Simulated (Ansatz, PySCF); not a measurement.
CH$_{4}$O, triplet, at the geometry of the source list (a higher spin typed on purpose: for a closed-shell molecule this is an excited state). Base run: CASSCF(4,4)/def2-SVP in PySCF.

Input for PySCF:
```python
from pyscf import gto, scf, mcscf
import numpy

mol = gto.Mole()
mol.atom = '''
    C    -0.362800    0.003500    0.012300
    O     0.915700   -0.432400   -0.377700
    H    -0.512000   -0.093500    1.093700
    H    -1.078000   -0.636800   -0.500100
    H    -0.543600    1.043500   -0.280000
    H     1.580800    0.115800    0.051900
'''
mol.basis = 'def2-svp'
mol.charge = 0
mol.spin = 2
mol.verbose = 4
mol.build()

mf = scf.ROHF(mol)
mf.kernel()
mc = mcscf.CASSCF(mf, 4, 4)
mc.fix_spin_(ss=2.0)
mc.kernel()
occ = numpy.linalg.eigvalsh(mc.fcisolver.make_rdm1(mc.ci, mc.ncas, mc.nelecas))[::-1]
ss = mc.fcisolver.spin_square(mc.ci, mc.ncas, mc.nelecas)[0]
print('natural occupations', occ.round(4), ' <S^2>', round(ss, 4))
```

Programs used: Ansatz (a quantum-chemistry and plane-wave program), PySCF; a row that names a program was run with it.

The base run was repeated with changes; each row names its change, and settings that it needs were set with it.

```json
[
 {"change": "base", "ΔE vs base (kcal/mol)": "0.000", "natural occupations": "1.98 1.00 1.00 0.02", "<S^2> of the state": "2.00"},
 {"change": "fix_spin_ = off", "ΔE vs base (kcal/mol)": "0.000", "natural occupations": "1.98 1.00 1.00 0.02", "<S^2> of the state": "2.00"},
 {"change": "orbitals = fixed (CASCI)", "ΔE vs base (kcal/mol)": "9.96", "natural occupations": "2.00 1.00 1.00 0.00", "<S^2> of the state": "2.00"},
 {"change": "active space = 10 electrons, 8 orbitals", "ΔE vs base (kcal/mol)": "-12.44", "natural occupations": "2.00 2.00 1.98 1.98 1.00 1.00 0.02 0.02", "<S^2> of the state": "2.00"},
 {"change": "active space = 6 electrons, 7 orbitals", "ΔE vs base (kcal/mol)": "-15.91", "natural occupations": "1.98 1.98 1.00 1.00 0.02 0.02 0.00", "<S^2> of the state": "2.00"},
 {"change": "conv_tol = 1e-5", "ΔE vs base (kcal/mol)": "0.000", "natural occupations": "1.98 1.00 1.00 0.02", "<S^2> of the state": "2.00"},
 {"change": "active space = 8 electrons, 6 orbitals", "ΔE vs base (kcal/mol)": "-0.327", "natural occupations": "2.00 2.00 1.98 1.00 1.00 0.02", "<S^2> of the state": "2.00"},
 {"change": "active space = 6 electrons, 5 orbitals", "ΔE vs base (kcal/mol)": "-0.089", "natural occupations": "2.00 1.98 1.00 1.00 0.02", "<S^2> of the state": "2.00"},
 {"change": "active space = 6 electrons, 6 orbitals", "ΔE vs base (kcal/mol)": "-11.86", "natural occupations": "1.98 1.98 1.00 1.00 0.02 0.02", "<S^2> of the state": "2.00"},
 {"change": "correction = SC-NEVPT2", "ΔE vs base (kcal/mol)": "-185.2", "natural occupations": "1.98 1.00 1.00 0.02", "<S^2> of the state": "2.00"},
 {"change": "code = ansatz", "ΔE vs base (kcal/mol)": "-3.36", "natural occupations": "-", "<S^2> of the state": "-"}
]
```

Active orbitals are taken around the Fermi level unless the row says otherwise; CASSCF can end in different local minima, and two programs can end on different orbitals. State-averaged rows give the lowest state.

Open shells are given as the SCF converged; they aren't shown to be the lowest states, and a large step between rows can be another state.
